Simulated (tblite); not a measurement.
A tight-binding relaxation on `C([CH2][GeH3])[SiH2]N(C)[SiH3]`.

Computed with GFN2-xTB geometry optimisation, gas phase (tblite 0.8.0). Start geometry: from a force field or distance geometry. A driver script takes a list of jobs; this job's settings line and coordinates (Å) are shown.

Command:
```bash
OMP_NUM_THREADS=1 python probes_run.py task.json out
```

Input:
```
{"job": {"kind": "relax", "xc": "GFN2-xTB", "basis": "xTB"}, "charge": 0, "multiplicity": 1}
C     -2.606500    -1.447500    -0.670100
N     -1.462300    -0.543000    -0.639800
Si    -1.993000     1.142400    -0.905300
Si    -0.693100    -0.619000     0.991100
C      0.947200     0.281000     1.009100
C      1.852400    -0.236100    -0.110500
Ge     3.555900     0.723200    -0.089900
H     -2.282200    -2.490000    -0.503300
H     -3.367300    -1.180700     0.104400
H     -3.096800    -1.407800    -1.667900
H     -2.893700     1.575300     0.180300
H     -0.840200     2.035700    -0.982200
H     -2.737000     1.224400    -2.172900
H     -1.581300    -0.042800     2.009300
H     -0.444900    -2.024300     1.350700
H      0.754500     1.368300     0.872600
H      1.432900     0.133600     1.993000
H      1.379200    -0.086000    -1.099000
H      2.058100    -1.315400     0.041200
H      4.468800     0.181700    -1.213600
H      4.245100     0.511600     1.287600
H      3.293800     2.235000    -0.302800
```

Give the output.

```
step      E/eV     max force
  0    -609.19770    1.698
  1    -609.29852    1.146
  2    -609.38796    0.627
  3    -609.41831    0.546
  4    -609.44899    0.403
  5    -609.46638    0.331
  6    -609.49977    0.455
  7    -609.52566    0.374
  8    -609.55198    0.324
  9    -609.57090    0.284
... (109 lines left out)
119    -609.72012    0.017
120    -609.72017    0.016
121    -609.72022    0.023
122    -609.72026    0.016
123    -609.72030    0.014
124    -609.72032    0.011
125    -609.72034    0.016
126    -609.72037    0.017
127    -609.72040    0.015
128    -609.72043    0.010
```

«max force» is the largest atomic force in eV/Å.

From which step on does the largest force stay under 0.1 eV/Å, and how much energy is left to gain from there?

From step 42 (0.069 eV/Å), 29.1 meV above the end.

Summary of the converged run: energy lowered by 12.1 kcal/mol over 128 steps; largest atomic force 0.010 eV/Å at the end.

Where do the atoms end?

0.455 Å rms from the input after alignment:
```
atom  x, y, z in Å
C1    -2.7840   -1.2874   -0.4718
N2    -1.6654   -0.4009   -0.2158
Si3   -1.7431    1.1093   -1.0762
Si4   -0.7007   -0.8049    1.1679
C5     0.9512    0.1189    1.1112
C6     1.7648   -0.1892   -0.1408
Ge7    3.4167    0.8830   -0.2002
H8    -2.5121   -2.3159   -0.2405
H9    -3.6519   -1.0224    0.1387
H10   -3.0784   -1.2331   -1.5195
H11   -2.9877    1.8187   -0.7513
H12   -0.5881    1.9157   -0.7047
H13   -1.7368    0.7689   -2.5046
H14   -1.3946   -0.4957    2.4302
H15   -0.4553   -2.2529    1.0855
H16    0.7824    1.1945    1.1805
H17    1.5310   -0.1543    1.9945
H18    1.1694    0.0176   -1.0315
H19    2.0147   -1.2509   -0.1686
H20    4.2907    0.5833   -1.3811
H21    4.2528    0.6681    1.0252
H22    3.1139    2.3489   -0.2450
```

Estimate the wall time. Hardware: one thread, Arm Neoverse N1 (aarch64), shared host.

About 2.2 s.
Labels such as C1 count atoms from 1, the log's own numbers from 0.
